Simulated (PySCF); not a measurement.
**Spinor energies of Fe⁺ (iron, charge +1)**

Start: [Ar] 3d6 4s1; 3d3/2 filled at m_j = +3/2; 3d5/2 filled at m_j = -3/2, -1/2, +1/2, +3/2, +5/2; 4s1/2 filled at m_j = +1/2. Calculated with PySCF 2.14 in x2c-TZVPall-2c (6s7p4d1f, 54 functions): generalised Hartree-Fock with the X2C-1e Hamiltonian and a Gaussian nucleus; one run each with spin-orbit coupling (SO) switched off, then screened by Boettger's factors. This is a chosen level, not necessarily the ground level.

```
spinor shell  electrons  ε, spin-free (eV)  ε, screened SO (eV)  weight of nominal j (screened SO)  rms radius, screened SO (bohr)
       1s1/2          2            -7183.6              -7183.5                              1.000                          0.0675
       2s1/2          2            -890.94              -890.91                              1.000                           0.288
       2p1/2          2            -756.68              -765.64                              0.987                           0.259
       3s1/2          2            -123.89              -123.87                              1.000                           0.871
       3p3/2          4            -83.333              -82.571                              0.830                           0.937
       3p1/2          2            -83.333              -84.855                              0.659                           0.933
       3d5/2          5            -25.664              -26.626                              0.589                            1.20
       3d3/2          1            -25.664              -20.853                              0.789                            1.29
       4s1/2          1            -15.422              -15.422                              1.000                            2.98
```

(1) Where does 2p3/2 lie, and what is the 2p spin-orbit splitting (screened SO)?

```tsv
quantity	spin-free	screened SO
E (hartree)	-1271.08701	-1271.10877
M_J	9/2	9/2
⟨J²⟩	24.758	24.758
⟨L²⟩	6.005	6.011
⟨S²⟩	8.753	8.749
```

Each row is a mean over spinors that exchange with the open shell spreads, by up to 15.403 eV (3p3/2).

Rows whose weight is well below 1 are mixtures of j = l ± 1/2: exchange outweighs spin-orbit coupling there, and the label is only the starting occupation.

Without spin-orbit coupling the j labels of p, d and f shells carry no meaning; the spin-free column gives the mean over the occupied spinors of each nl shell.

## Answers

(1) At -752.26 eV, 13.375 eV above 2p1/2.
